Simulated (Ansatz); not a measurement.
System: NbF3 (charge 0, triplet). The spin state was set by rule; other spins were not relaxed. 
Geometry from a B3LYP-D3(BJ)/def2-TZVP (Ansatz, a program for electronic structure) optimisation:
```xyz
4

Nb     0.0575    -0.0105    -0.0104
F      1.8657    -0.3395    -0.3366
F     -0.9303    -0.4178     1.5486
F     -1.1974     0.8049    -1.1647
```
Charge 0, spin multiplicity 3.

Computed values are from Ansatz. Cores are frozen in the correlated levels unless marked. UHF or UKS for open shells. Spin-orbit coupling is left out. The frozen core is the preceding noble-gas configuration, with the filled d and f shells of earlier blocks. In def2 rows, elements after Kr have scalar-relativistic effective core potentials. CBS(X,Y): correlation extrapolated as X^-3; Hartree-Fock from the larger set. [CCSD(T)-MP2]/basis is that difference in the basis named.

atomisation energy De: 427.9 kcal/mol at RI-MP2/CBS(def2-TZVPP,def2-QZVPP)+[CCSD(T)-MP2]/def2-TZVPP
total energy: -356.0813 Eh at RI-MP2/CBS(def2-TZVPP,def2-QZVPP)+[CCSD(T)-MP2]/def2-TZVPP
dipole moment: 1.24 D at CCSD(T)/def2-SVPD
T1 diagnostic: 0.021 at CCSD/def2-TZVPP
